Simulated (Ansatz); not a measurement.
`[CH3][GeH]([OH])[BH]O` → B• + C• + Ge• + 7 H• + 2 O•  (atomization)

Program: Ansatz. Geometries: PBE0-D4/def2-TZVP. ΔE: electronic, gas phase. CCSD(T)/CBS adds triple-zeta CCSD(T) − MP2 to the extrapolated MP2 energy (def2 sets, frozen cores). This one scheme is used for every species, atoms too. DFT in def2-TZVPP. B3LYP here is the variant with VWN-RPA as its local correlation; programs differ in this. Open shells (•) are unrestricted, without spin–orbit coupling. Spin–orbit coupling would lower the free atoms: a little for B, C, O; clearly for Ge. Bonds to Ge are less sure, by a few kJ/mol each and by 10 to 20 or more in all where they break to atoms, as the def2 sets lack core-valence functions. Scalar relativity is left out up to krypton. One conformer a species, not always the lowest.

`[CH3][GeH]([OH])[BH]O`:

Z-matrix (Å, degrees):
```
C
Ge 1 1.951
H 1 1.091 2 109.4
H 1 1.091 2 110.5 3 -119.2
H 1 1.092 2 111.2 3 119.5
O 2 1.798 1 103.0 3 55.9
B 2 2.090 1 114.3 3 174.2
H 2 1.552 1 109.5 3 -58.9
H 6 0.959 2 112.6 1 179.7
O 7 1.349 2 122.9 1 12.0
H 7 1.201 2 121.8 1 -166.8
H 10 0.961 7 114.6 2 0.1
```

```json
{"level": "PBE-D4", "ΔE (kJ/mol)": "4408.8", "difference from CCSD(T)/CBS": "48.0"}
{"level": "r2SCAN-D4", "ΔE (kJ/mol)": "4364.7", "difference from CCSD(T)/CBS": "3.9"}
{"level": "PBE0-D4", "ΔE (kJ/mol)": "4329.7", "difference from CCSD(T)/CBS": "-31.1"}
{"level": "B3LYP-D4", "ΔE (kJ/mol)": "4335.4", "difference from CCSD(T)/CBS": "-25.4"}
{"level": "ωB97X-V", "ΔE (kJ/mol)": "4358.0", "difference from CCSD(T)/CBS": "-2.8"}
{"level": "ωB97M-V", "ΔE (kJ/mol)": "4349.8", "difference from CCSD(T)/CBS": "-11.0"}
{"level": "B2PLYP", "ΔE (kJ/mol)": "4304.6", "difference from CCSD(T)/CBS": "-56.2"}
{"level": "PBE", "ΔE (kJ/mol)": "4387.4", "difference from CCSD(T)/CBS": "26.6"}
{"level": "r2SCAN", "ΔE (kJ/mol)": "4359.3", "difference from CCSD(T)/CBS": "-1.5"}
{"level": "PBE0", "ΔE (kJ/mol)": "4311.4", "difference from CCSD(T)/CBS": "-49.4"}
{"level": "B3LYP", "ΔE (kJ/mol)": "4301.0", "difference from CCSD(T)/CBS": "-59.8"}
{"level": "HF/def2-TZVPP", "ΔE (kJ/mol)": "3163.3", "difference from CCSD(T)/CBS": "-1197.5"}
{"level": "MP2/def2-TZVPP", "ΔE (kJ/mol)": "4331.7", "difference from CCSD(T)/CBS": "-29.1"}
{"level": "SCS-MP2/def2-TZVPP", "ΔE (kJ/mol)": "4306.9", "difference from CCSD(T)/CBS": "-53.9"}
{"level": "CCSD/def2-TZVPP", "ΔE (kJ/mol)": "4199.8", "difference from CCSD(T)/CBS": "-161.0"}
{"level": "CCSD(T)/def2-TZVPP", "ΔE (kJ/mol)": "4261.3", "difference from CCSD(T)/CBS": "-99.5"}
{"level": "HF/def2-QZVPP", "ΔE (kJ/mol)": "3166.3", "difference from CCSD(T)/CBS": "-1194.5"}
{"level": "MP2/def2-QZVPP", "ΔE (kJ/mol)": "4389.8", "difference from CCSD(T)/CBS": "29.0"}
{"level": "SCS-MP2/def2-QZVPP", "ΔE (kJ/mol)": "4373.7", "difference from CCSD(T)/CBS": "12.9"}
{"level": "HF/CBS(def2)", "ΔE (kJ/mol)": "3166.9", "difference from CCSD(T)/CBS": "-1193.9"}
{"level": "MP2/CBS(def2)", "ΔE (kJ/mol)": "4431.1", "difference from CCSD(T)/CBS": "70.3"}
{"level": "CCSD/CBS(def2)", "ΔE (kJ/mol)": "4299.3", "difference from CCSD(T)/CBS": "-61.5"}
{"level": "CCSD(T)/CBS", "ΔE (kJ/mol)": "4360.8", "difference from CCSD(T)/CBS": "0"}
```

Largest T1 diagnostic among the species: 0.014.

From PBE to PBE0 (25 % exact exchange), in def2-TZVPP and without D4, ΔE moves by −76.0 kJ/mol: exact exchange takes away binding that semilocal exchange gives to molecules. In def2-TZVPP, CCSD(T) changes the Hartree–Fock value by +1098.0 kJ/mol (the triples alone add +61.5 kJ/mol) and MP2 by +1168.4 kJ/mol; breaking electron pairs costs correlation energy, which Hartree–Fock lacks. The D4 term adds +34.4 kJ/mol with B3LYP and +18.3 kJ/mol with PBE0; it sums over pairs of atoms, weighted by their polarisabilities, and B3LYP, whose exchange is more repulsive, gets the larger term.

For atomizations the MP2-based limit and the directly extrapolated one differ by several kJ/mol either way, and by 10 to 25 for some Ge, Se and Sn compounds, so smaller differences from it don't rank the levels.
